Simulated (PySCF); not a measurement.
**C₆ coefficients of unlike pairs at UHF**

Calculated with PySCF 2.14 from the dipole response of each species, C₆(A,B) = (3/π) ∫ α_A(iu) α_B(iu) du, in atomic units, from isotropic polarisabilities. For ions this is the dispersion term alone; charge-induced terms of lower order in 1/R come first.

```json
{"species": "Si²⁺", "configuration": "[Ne] 3s2 (1S)", "basis": "aug-cc-pwCVDZ (6s5p3d)", "relativity": "none", "α (bohr³)": "12.57", "C₆ (like pair)": "44.98"}
{"species": "In⁺", "configuration": "[Kr] 4d10 5s2 (1S)", "basis": "x2c-QZVPPall with one added diffuse shell each of s, p, d, f type (14s10p8d5f1g)", "relativity": "spin-free X2C", "α (bohr³)": "29.61", "C₆ (like pair)": "211.3"}
{"species": "Si", "configuration": "[Ne] 3s2 3p2 (3P)", "basis": "aug-cc-pV(5+d)Z (8s7p6d4f3g2h)", "relativity": "none", "α (bohr³)": "38.46", "C₆ (like pair)": "315.9"}
{"species": "Mo⁺", "configuration": "[Kr] 4d5 (6S)", "basis": "aug-cc-pVTZ-DK (9s8p6d3f2g)", "relativity": "spin-free X2C", "α (bohr³)": "18.10", "C₆ (like pair)": "116.0"}
```

Question: Estimate C₆ for Mo⁺ with Si.

Answer: The integral gives 181.8. The combination rule 2 C_A C_B / (C_A α_B/α_A + C_B α_A/α_B) gives 185.5 and the geometric mean 191.4.

No spin-orbit coupling is included.

The other pairs:

```
     pair     C₆
In⁺, Si²⁺  96.89
 Si, Si²⁺  118.2
  Si, In⁺  255.5
 Mo⁺, In⁺  153.7
Mo⁺, Si²⁺  70.55
```
